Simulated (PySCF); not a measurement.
An excited-state job on 3-pyridinecarboxaldehyde (`c1ncc(C=O)cc1`).

Computed with TDDFT PBE0/def2-SVPD, vertical, gas phase, core orbitals frozen in the response (PySCF 2.14.0, density-fitted response routines). Geometry: GFN2-xTB. A driver script takes a list of jobs; this job's settings line and coordinates (Å) are shown.

Input:
```
{"job": {"kind": "uv", "xc": "PBE0", "basis": "def2-SVPD", "nstates": 8, "ntriplets": 3}, "charge": 0, "multiplicity": 1}
O     -2.527124     1.645650    -0.253321
C     -2.148931     0.507621    -0.155574
C     -0.744299     0.091081    -0.048413
C      0.286527     1.034069    -0.053675
C      1.592556     0.593738     0.047891
C      1.818709    -0.773612     0.149996
N      0.851090    -1.676196     0.157529
C     -0.394384    -1.256147     0.061784
H     -2.863848    -0.338825    -0.139555
H      0.039762     2.082630    -0.136318
H      2.418140     1.287991     0.048347
H      2.822140    -1.170285     0.230415
H     -1.154726    -2.027229     0.073167
```

Output:
```
coarse grid: 11768 points
cycle   1  E = -360.7745901514  dE =  1.506e+00  |g| = 7.351e-01  |ddm| = 9.723e+00
cycle   2  E = -360.3531255917  dE =  4.215e-01  |g| = 1.615e+00  |ddm| = 6.105e+00
cycle   3  E = -360.8885535891  dE = -5.354e-01  |g| = 1.082e-01  |ddm| = 3.780e+00
cycle   4  E = -360.8903405167  dE = -1.787e-03  |g| = 7.485e-02  |ddm| = 9.084e-01
cycle   5  E = -360.8915817020  dE = -1.241e-03  |g| = 1.926e-02  |ddm| = 3.748e-01
cycle   6  E = -360.8916579672  dE = -7.627e-05  |g| = 6.859e-03  |ddm| = 9.876e-02
cycle   7  E = -360.8916695797  dE = -1.161e-05  |g| = 1.783e-03  |ddm| = 4.623e-02
cycle   8  E = -360.8916702516  dE = -6.719e-07  |g| = 7.911e-04  |ddm| = 6.433e-03
final grid: 116312 points
cycle   9  E = -360.9467049064  dE = -2.394e-05  |g| = 1.083e-02  |ddm| = 2.672e-01
cycle  10  E = -360.9466404272  dE =  6.448e-05  |g| = 2.093e-02  |ddm| = 7.409e-02
cycle  11  E = -360.9467296425  dE = -8.922e-05  |g| = 2.077e-03  |ddm| = 4.080e-02
cycle  12  E = -360.9467306270  dE = -9.845e-07  |g| = 3.235e-04  |ddm| = 6.298e-03
cycle  13  E = -360.9467306481  dE = -2.109e-08  |g| = 1.703e-04  |ddm| = 1.605e-03
cycle  14  E = -360.9467306554  dE = -7.274e-09  |g| = 4.742e-05  |ddm| = 7.814e-04
cycle  15  E = -360.9467306559  dE = -5.136e-10  |g| = 1.617e-05  |ddm| = 2.399e-04
converged SCF energy = -360.9467306559

Static polarisability (au): isotropic 77.573, principal 44.192 81.960 106.565

Singlet excitations
state   eV       nm        f      main configurations
  1   3.5831    346.0   0.00001   H->L 0.84, H-1->L 0.12
  2   4.2438    292.2   0.00069   H-1->L 0.83, H->L 0.13
  3   4.8781    254.2   0.00243   H->L+1 0.83, H-1->L+1 0.17
  4   5.1373    241.3   0.11404   H-2->L 0.63, H-3->L 0.19, H-2->L+1 0.10
  5   5.6193    220.6   0.19277   H-3->L 0.57, H-2->L 0.29, H-2->L+1 0.12
  6   5.6777    218.4   0.00071   H-1->L+1 0.82, H->L+1 0.16
  7   6.5391    189.6   0.17413   H-2->L+1 0.68, H-3->L 0.21
  8   6.5815    188.4   0.00185   H->L+2 0.89

Triplet excitations (Tamm-Dancoff, eV): 3.0979 3.6903 3.9165
```

The SCF starts on a coarse grid where the log names one; the energy can jump when the final grid takes over, and dE then counts from the start density on the new grid. H and L stand for HOMO and LUMO; the number after each pair is its weight.

Q: Give the mean polarisability as a volume in Å³, and the ratio of the largest to the smallest principal value.

A: 77.573 au × 0.148185 = 11.50 Å³; 106.565/44.192 = 2.41.

Main results: HOMO -7.65 eV, LUMO -2.32 eV; lowest singlet 3.58 eV; lowest triplet 3.10 eV (Tamm–Dancoff); mean polarisability 77.6 au.

Hardware: Arm Neoverse V1, one thread, on a shared host. Cost: 30 s wall.

One conformer stands for the species.
Labels such as C1 count atoms from 1, the log's own numbers from 0.
